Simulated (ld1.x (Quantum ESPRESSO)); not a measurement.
# rubidium, RRKJ: configuration errors across variants

Rb, norm-conserving RRKJ (Kleinman–Bylander form), made with ld1.x (Quantum ESPRESSO) 7.5 (PBE, scalar-relativistic). Core [Ar] 3d10 4s2, reference 4p6 5s1 5p0. Waves: 4p (bound): rc 2.10 bohr; 4d channel at 0.35 Ry: rc 2.55 bohr; 5s (bound): rc 3.30 bohr. Local part: the s channel. Core correction: Bessel-smoothed model core inside 1.30 bohr. rho0 = 0.01.

All-electron excitation energies from the reference (eV): (1) 4p6 5s0 5p0 4.154; (2) 4p6 5s0.5 5p0 1.578; (3) 4p6 5s0 5p1 1.520; (4) 4p5 5s1 5p0 21.140.

3 further variants failed, have other tests or another functional or relativity, and are left out.

Errors AE − PS in meV (a dash: test not solved or not reliable):

| change | (1) | (2) | (3) | (4) | bound ghosts |
| --- | --- | --- | --- | --- | --- |
| base | -1.4 | +0.2 | -131 | -189 | none |
| wave 4d channel at 0.35 Ry: rc 2.55 bohr becomes 4d channel at 0.35 Ry: rc 1.98 bohr | -1.4 | +0.2 | -131 | -189 | none |
| core correction Bessel-smoothed model core inside 2.58 bohr | -1.4 | +0.2 | -130 | -180 | none |

(1) Give the same row for: wave 4p (bound): rc 2.10 bohr becomes 4p (bound): rc 3.00 bohr.

## Answers

(1) -1.7, +0.2, -131, -180; bound ghosts: none.
